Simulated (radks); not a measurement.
Task: These are the eigenvalues of the occupied orbitals of an atom or ion with whole-number occupations (eV). All-electron calculation, scalar-relativistic Kohn-Sham, SCAN, spin-unpolarised, spherical densities, finite nucleus; meta-GGA in the generalised Kohn-Sham scheme; Fermi nuclear charge, rms radius of each element as measured or else 0.836 A^(1/3) + 0.57 fm. Program: a radial shooting solver on a logarithmic mesh with Libxc functionals.

| orbital | eigenvalue |
|---|---|
| 1s | -40332.54 |
| 2s | -6478.016 |
| 2p | -5797.786 |
| 3s | -1403.495 |
| 3p | -1185.447 |
| 3d | -876.4340 |
| 4s | -287.2377 |
| 4p | -215.6392 |
| 4d | -112.4430 |
| 5s | -41.8652 |
| 5p | -23.9985 |
| 4f | -4.9291 |
| 6s | -3.8638 |
| 5d | -2.9374 |

Which element is it, and in what charge state? The configuration may be excited.

Result: Z = 58, cerium, charge 0: Ce in [Xe] 4f1 5d1 6s2. The list shows which subshells hold electrons but not how many an open one holds; the 1s level, -1482.2 hartree, gives Z - s = 54.4 by -(Z - s)^2/2, which with screening and relativity narrows Z to a few neighbours, and the depths of the outer levels then fix element, charge and occupations together.
